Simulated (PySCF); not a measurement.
Mapped SMILES: `[CH:1]#[N+:2][AlH2-:3][O:4][CH3:5]`. Each H is labelled by its parent atom.

Geometry: PBE0-D3(BJ)/def2-SVP; GIAO absolute shieldings from PySCF 2.14.0 with density-fitted response routines, gas phase, non-relativistic, averaged over equivalent atoms.

At PBE0/pcSseg-0 (61 basis functions, 7.1 s wall time on 1 thread of an Arm Neoverse N1, shared host):
```tsv
atoms	σ (ppm)
C1	71.3
C5	135.5
N2	14.5
Al3	440.8
O4	332.1
H(Al3)	27.99
H(C1)	28.47
H(C5)	28.78
```

Problem. Estimate the result of repeating the calculation with PBE0/cc-pVDZ.

Solution. 
| atoms | σ at PBE0/cc-pVDZ | change |
| --- | --- | --- |
| C1 | 91.2 | +19.9 |
| C5 | 145.0 | +9.5 |
| N2 | 35.0 | +20.5 |
| Al3 | 502.8 | +62.0 |
| O4 | 316.7 | -15.4 |
| H(Al3) | 27.31 | -0.68 |
| H(C1) | 27.45 | -1.02 |
| H(C5) | 27.63 | -1.15 |

The largest change is at Al3 (aluminium bonded to N, O, 2 H). Cost: 104 basis functions, 12 s wall time on 1 thread of an Arm Neoverse N1, shared host.
